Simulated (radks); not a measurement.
Task: The silver ion Ag9+ is in [Kr] 4d(3/2: 2, 5/2: 0). Calculated with a radial shooting solver on a logarithmic mesh with Libxc functionals: Dirac Kohn-Sham, PBE, spin-unpolarised, spherical densities, finite nucleus; Fermi nuclear charge, rms radius of each element as measured or else 0.836 A^(1/3) + 0.57 fm. Sub-shells are occupied by j as written (lower j first in brackets). One electron is removed from 4d3/2, 4p3/2, 4p1/2, 4s1/2 in turn, with full relaxation. Which removal costs least, and what does each cost?

Result: 4d3/2 167.09 eV; 4p3/2 224.99 eV; 4p1/2 231.36 eV; 4s1/2 266.87 eV. The 4d3/2 electron leaves first.
